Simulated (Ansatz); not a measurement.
Ga₃N₃, relaxed as a singlet with RKS B3LYP-D4/def2-SVP in Ansatz, starting from the GFN1-xTB geometry. Force threshold 0.02 eV/Å.

The structure comes from a short search, and lower isomers may exist.

Start:

```xyz
6

Ga    0.261   -0.701    1.424
Ga   -1.749   -2.548   -0.974
Ga   -0.326    0.766   -1.364
N     1.371    1.454    1.117
N    -0.716   -0.946   -0.341
N     1.159    1.975    0.139
```

Problem. Estimate the energy that the relaxation releases and the steps that it takes.

Solution. 88.4 kJ/mol, in 12 steps; 54 s on 4 threads of Arm Neoverse N1 on a shared host. The force fell under the threshold at step 8, but the optimiser went on. No frequencies were taken in this run, so the end may be a saddle point.

Problem. Does the start keep its bonding and symmetry?

Solution. Bonds lost: Ga1–N4, Ga3–N6 (atoms count from 1). The end holds 2 separate pieces. Point group Cs at the start, Cs at the end, both within 0.05 Å.

Problem. Predict the relaxed structure.

Solution. 
```xyz
6

Ga    0.032   -1.076    1.354
Ga   -1.797   -2.572   -0.970
Ga   -0.586    0.455   -1.562
N     1.666    1.871    1.262
N    -0.777   -1.053   -0.388
N     1.462    2.375    0.304
```
Bond lengths (bridged metal pairs left out): 3 × Ga–N 1.92 Å; 1 × N–N 1.10 Å.
